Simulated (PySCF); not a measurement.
ScF₂⁺, singlet: structure and spectrum

All numbers come from PBE0/[Sc def2-TZVP, F def2-TZVP], no relativity, density fitting, PySCF.

The structure is a minimum.

| Item | Value |
| --- | --- |
| Point group | C2v |
| Bond lengths | Sc–F 1.756 Å (×2) |
| Bond angles | F–Sc–F 114.1° |
| Entropy at 298.15 K and 1 bar | 267.9 J/(mol K) |
| Heat capacity Cp at 298.15 K | 46.4 J/(mol K) |
| Principal quadrupole moments (Buckingham, traceless) about the centre of mass | -9.34, 3.78, 5.55 D Å |
| Lowest empty level | -8.96 eV |
| Enthalpy at 298.15 K above 0 K | 11.87 kJ/mol |
| Zero-point energy | 10.8 kJ/mol |
| Dipole moment about the centre of mass | 6.33 D |
| Principal polarisabilities | 10.4, 14.4, 26.0 bohr³ |
| Rotational symmetry number | 2 |
| Rotational constants | 0.8982, 0.2041, 0.1663 cm⁻¹ |
| Highest occupied level | -17.45 eV |

Harmonic modes (masses in u: Sc 44.956, F 18.998):
| symmetry | ω (cm⁻¹) | IR (km/mol) | type |
| --- | --- | --- | --- |
| a1 | 179 | 32.4 | bend |
| a1 | 799 | 77.4 | stretch |
| b2 | 822 | 326 | stretch |

In C2v the vibrations span 2a1 + b2. Here b1 is antisymmetric to the molecular plane and b2 lies in it.

Charges (e):
```json
{"atom": "Sc1", "Mulliken": "1.68", "Löwdin": "1.11", "polar tensor": "2.37", "Mayer order to Sc1": "–"}
{"atom": "F2,3", "Mulliken": "-0.34", "Löwdin": "-0.05", "polar tensor": "-0.69", "Mayer order to Sc1": "1.13"}
```

Mulliken populations on Sc1: s 6.05, p 12.12, d 1.07, f 0.09.

Outer orbital energies (eV). occupied: -18.65, -18.49, -18.13, -17.91, -17.88, -17.45; empty: -8.96, -8.82, -8.44, -7.97.

Formally Sc is in oxidation state +3, d0. A d0 centre has no lone pair, yet it is C2v rather than linear: covalent bonding through the d orbitals favours lower symmetry. The polar-tensor charge on Sc, 2.37, is below the formal one.

Stability towards spin polarisation was not tested. Only a few start shapes were tried, so a lower isomer may exist.

The final relaxation and frequency run took 13 s on 2 threads of a shared Intel Xeon 6975P-C (Granite Rapids) host, with 107 basis functions and 7 gradients; the process peaked at 0.99 GiB. Launch command: `OMP_NUM_THREADS=2 python axn.py task.json out`.
